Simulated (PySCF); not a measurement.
C₄H₇O₂P.
Numbering: `[CH3:1][C:2]#[C:3][P@@:4]([CH3:5])(=[O:6])[OH:7]` (hydrogens: H8, H9, H10 on C1; H11, H12, H13 on C5; H14 on O7)

A GFN2-xTB structure was refined with PySCF, HF/6-31G* geometry optimisation, gas phase. Its GFN2-xTB values:

| coordinate | GFN2-xTB |
| --- | --- |
| C1–C2 | 1.442 Å |
| C1–H8 | 1.089 Å |
| C2≡C3 | 1.203 Å |
| C3–P4 | 1.772 Å |
| P4–C5 | 1.822 Å |
| P4=O6 | 1.467 Å |
| P4–O7 | 1.615 Å |
| C5–H11 | 1.087 Å |
| O7–H14 | 0.959 Å |
| C1–C2–C3 | 178.6° |
| C2–C3–P4 | 174.9° |
| C3–P4–C5 | 105.1° |
| C3–P4–O6 | 114.9° |
| C3–P4–O7 | 104.2° |
| C5–P4–O6 | 117.0° |
| C5–P4–O7 | 102.9° |
| O6–P4–O7 | 111.4° |

How do these coordinates change at the HF/6-31G* level?

```
coordinate  HF/6-31G* (Å or °)  change
     P4–C5               1.798  -0.024
     C1–C2               1.466  +0.024
     P4–O7               1.603  -0.012
     C2≡C3               1.192  -0.011
     C3–P4               1.765  -0.007
     P4=O6               1.460  -0.007
    O7–H14               0.952  -0.007
     C1–H8               1.084  -0.005
    C5–H11               1.083  -0.004
  C2–C3–P4               178.2    +3.3
  O6–P4–O7               113.6    +2.2
  C3–P4–O6               113.7    -1.2
  C5–P4–O7               101.9    -1.0
  C1–C2–C3               179.4    +0.8
  C5–P4–O6               116.8    -0.2
  C3–P4–C5               105.1     0.0
  C3–P4–O7               104.2     0.0
```

The energy falls by 0.053 eV over 10 energy and gradient evaluations, the largest force component goes from 0.0412 to 2.2e-04 Eh/bohr, and the atoms move by 0.055 Å rms after alignment. Among the bonds, C1–C2 and P4–C5 change most and about equally (-0.024 to +0.024 Å). Bonds longer at the end by more than 0.005 Å: 1 of 13; shorter: 9. Among the dihedrals that turn most is C5–P4–O7–H14, from 138° to 150°. Rotational constants go from 4026, 1165, 1131 to 4063, 1169, 1143 MHz.

The run used 116 basis functions and 71 SCF cycles in all. Hardware: Arm Neoverse V1, one thread, shared host. Cost: 31 s wall, 0.50 GiB resident at most.

No frequency check. The numbers are those of one conformer.
